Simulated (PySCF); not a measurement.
Calculated properties of `C=CCO[SiH3]`

Species: C3H8OSi.
Atom-mapped SMILES: `[CH2:1]=[CH:2][CH2:3][O:4][SiH3:5]` (hydrogens: H6, H7 on C1; H8 on C2; H9, H10 on C3; H11, H12, H13 on Si5)

Structural features include: C=C double bond and Si–H bond.

**GFN2-xTB geometry**

- Point group of the GFN2-xTB geometry: C1
- Rotational constants A, B, C of the GFN2-xTB geometry: 19.699, 1.534, 1.520 GHz

PBE0/def2-SVPD ground state and vertical TDDFT (core frozen in the response) (PySCF):

* Dipole moment: 0.96 D
* HOMO energy: -7.75 eV
* LUMO energy: -0.11 eV
* HOMO–LUMO gap: 7.64 eV
* Lowest singlet excitation: 6.65 eV (187 nm, f = 0.033)
* Strongest line among the 8 lowest singlet transitions: S8 at 8.01 eV (155 nm, f = 0.221)
* Lowest triplet excitation (Tamm–Dancoff): 4.46 eV
* Static isotropic polarisability: 68.1 au
* Electronic spatial extent ⟨r²⟩ about the centre of nuclear charge: 809 bohr²

delta-SCF UKS SCAN, pcX-2 on the ionised atom, pcseg-1 elsewhere, spin-free X2C; 2p3/2 from a spin–orbit splitting computed afterwards within the 2p shell (PySCF):

- Core binding energies: Si2p3/2 107.2 (Si5), C1s 290.3 (C1), C1s 290.6 (C2), C1s 292.4 (C3), O1s 537.9 (O4), Si1s 1847.0 (Si5) eV

Monoisotopic mass from the formula: 88.0344 u.

The principal polarisabilities are 57.4, 60.8 and 86.0 au; their mean is the isotropic value. No computed singlet falls in the visible range (750 to 380 nm, 1.65 to 3.26 eV); S1 lies 3.39 eV above its blue end. The dipole equals about 3.2 × 10⁻³⁰ C·m (1 D = 3.33564 × 10⁻³⁰ C·m). A dipole of 0.96 D is allowed in C1, and pure rotational transitions are dipole-allowed.

One conformer (not necessarily the lowest) at the GFN2-xTB geometry, without solvent, vibrations or thermal averaging.

Conformer computed: `[CH2:1]=[CH:2][CH2:3][O:4][SiH3:5]`: C1–C2–C3–O4 -129°, C2–C3–O4–Si5 176°.
